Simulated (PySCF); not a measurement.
# Magnetisability: `C[C@@H]1CC[C@H]1C(=O)Br`, C$_{6}$H$_{9}$BrO

Molfile (atoms numbered from 1):
```
C6H9BrO
     RDKit          3D

 17 17  0  0  0  0  0  0  0  0999 V2000
   -1.4175   -0.9026   -0.9692 C   0  0  0  0  0  0  0  0  0  0  0  0
   -0.6417   -0.2323    0.1457 C   0  0  2  0  0  0  0  0  0  0  0  0
   -0.7433    1.3000    0.2622 C   0  0  0  0  0  0  0  0  0  0  0  0
    0.7884    1.4082    0.2724 C   0  0  0  0  0  0  0  0  0  0  0  0
    0.8912   -0.0820   -0.0918 C   0  0  1  0  0  0  0  0  0  0  0  0
    1.7105   -0.9186    0.8024 C   0  0  0  0  0  0  0  0  0  0  0  0
    2.3157   -0.6521    1.7788 O   0  0  0  0  0  0  0  0  0  0  0  0
    1.6432   -2.8245    0.2278 Br  0  0  0  0  0  0  0  0  0  0  0  0
   -1.1108   -1.9409   -1.0745 H   0  0  0  0  0  0  0  0  0  0  0  0
   -1.2484   -0.3915   -1.9147 H   0  0  0  0  0  0  0  0  0  0  0  0
   -2.4821   -0.8794   -0.7479 H   0  0  0  0  0  0  0  0  0  0  0  0
   -0.8509   -0.7295    1.0951 H   0  0  0  0  0  0  0  0  0  0  0  0
   -1.2464    1.6712    1.1513 H   0  0  0  0  0  0  0  0  0  0  0  0
   -1.1957    1.7523   -0.6176 H   0  0  0  0  0  0  0  0  0  0  0  0
    1.2032    1.6207    1.2556 H   0  0  0  0  0  0  0  0  0  0  0  0
    1.2244    2.0902   -0.4532 H   0  0  0  0  0  0  0  0  0  0  0  0
    1.1532   -0.2770   -1.1322 H   0  0  0  0  0  0  0  0  0  0  0  0
  1  2  1  0
  2  3  1  0
  3  4  1  0
  4  5  1  0
  5  6  1  0
  6  7  2  0
  6  8  1  0
  5  2  1  0
  1  9  1  0
  1 10  1  0
  1 11  1  0
  2 12  1  1
  3 13  1  0
  3 14  1  0
  4 15  1  0
  4 16  1  0
  5 17  1  6
M  END
```

Computed, not measured: PySCF, GIAO PBE0/ANO-RCC-VDZP magnetisability, rotational g tensor and spin-rotation constants, non-relativistic, gas phase. Geometry: GFN2-xTB.

The calculation is non-relativistic, which matters for the atoms heavier than Zn.

**Question.** What are the magnetisability and the molar susceptibility?

**Answer.** Isotropic -1470 × 10⁻³⁰ J/T², or -88.5 × 10⁻⁶ cm³/mol; principal values -1598, -1526, -1285 × 10⁻³⁰ J/T², anisotropy 284 × 10⁻³⁰ J/T² (root of half the summed squared differences of the principal values). The susceptibility is in cgs units.

**Question.** Split it along the inertial axes a, b, c into diamagnetic and paramagnetic parts about the centre of mass, with the quadrupole moment.

**Answer.** 
```tsv
axis	χ (10⁻⁶ cm³/mol)	diamagnetic (10⁻⁶ cm³/mol)	paramagnetic (10⁻⁶ cm³/mol)	summed x² of all electrons (Å²)	quadrupole Θ (D Å)
a	-93.5	-634.2	540.7	294.4	+2.29
b	-87.3	-1370.6	1283.3	120.8	-4.72
c	-84.7	-1761.7	1677.0	28.7	+2.43
```
Anisotropies 2χaa − χbb − χcc = -15.0 and 2χbb − χaa − χcc = +3.5 × 10⁻⁶ cm³/mol. Θ is traceless in Buckingham's convention.

**Question.** And the rotational g tensor?

**Answer.** 
| axis | rotational constant (GHz) | g | nuclear part | electronic part |
| --- | --- | --- | --- | --- |
| a | 2.3780 | -0.0180 | 0.5861 | -0.6040 |
| b | 0.9015 | -0.0077 | 0.5358 | -0.5435 |
| c | 0.6950 | -0.0082 | 0.5394 | -0.5476 |

Asymmetric top; isotopes 79Br, 12C, 1H, 16O; no vibrational averaging.
